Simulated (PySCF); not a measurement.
GeH3I, SMILES [GeH3][I].

Geometry: PBE0-D3(BJ)/def2-TZVP. The def2 effective core potentials stand for the cores of I; spin–orbit coupling is left out.

The numbers are results of B3LYP/def2-TZVPD (PySCF), not measurements.

Gas-phase values at a fixed geometry.

Q: Estimate the frontier levels, gap, dipole moment and polarisability. (An estimate is asked for; the answer gives what the named calculation found.)

A: 
The highest occupied level is -7.34 eV and the lowest empty level is -1.45 eV. The orbital gap is 5.89 eV, the dipole moment is 0.331 e·Å and the quadrupole, principal values (traceless, Buckingham form, about the centre of nuclear charge) is -1.78, -1.78, 3.55 D·Å. The mean static polarisability comes out as 69.7 bohr³ (10.32 Å³) and the polarisability, principal values is 60.4, 60.4, 88.1 bohr³.
